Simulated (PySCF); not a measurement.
A calculated (PW91, PySCF 2.14, x2c-TZVPPall, scalar relativity by spin-free X2C-1e) atom or ion has these occupied shells.

| shell | electrons | orbital energy (eV) | rms radius, mean of both spins (bohr) |
| --- | --- | --- | --- |
| 1s α | 1 | -50000.9 | 0.0249 |
| 1s β | 1 | -50000.9 | 0.0249 |
| 2s α | 1 | -8277.9 | 0.101 |
| 2s β | 1 | -8277.8 | 0.101 |
| 2p α | 3 | -7383.5 | 0.0906 |
| 2p β | 3 | -7383.4 | 0.0906 |
| 3s α | 1 | -1857.2 | 0.261 |
| 3s β | 1 | -1854.8 | 0.261 |
| 3p α | 3 | -1579.0 | 0.261 |
| 3p β | 3 | -1576.6 | 0.261 |
| 3d α | 5 | -1204.5 | 0.240 |
| 3d β | 5 | -1202.6 | 0.240 |
| 4s α | 1 | -396.36 | 0.587 |
| 4s β | 1 | -390.72 | 0.587 |
| 4p α | 3 | -304.09 | 0.622 |
| 4p β | 3 | -298.50 | 0.622 |
| 4d α | 5 | -174.73 | 0.681 |
| 4d β | 5 | -169.22 | 0.681 |
| 5s α | 1 | -71.546 | 1.38 |
| 5s β | 1 | -68.479 | 1.38 |
| 5p α | 3 | -47.947 | 1.60 |
| 5p β | 3 | -45.417 | 1.60 |
| 4f α | 6 | -34.705 | 0.901 |
| 5d α | 1 | -19.776 | 2.34 |
| 6s α | 1 | -17.462 | 3.57 |

(1) Name the element and its charge.

Results:

(1) Gd²⁺ (gadolinium, charge +2), in [Xe] 4f6 5d1 6s1, one real determinant (an excited configuration).
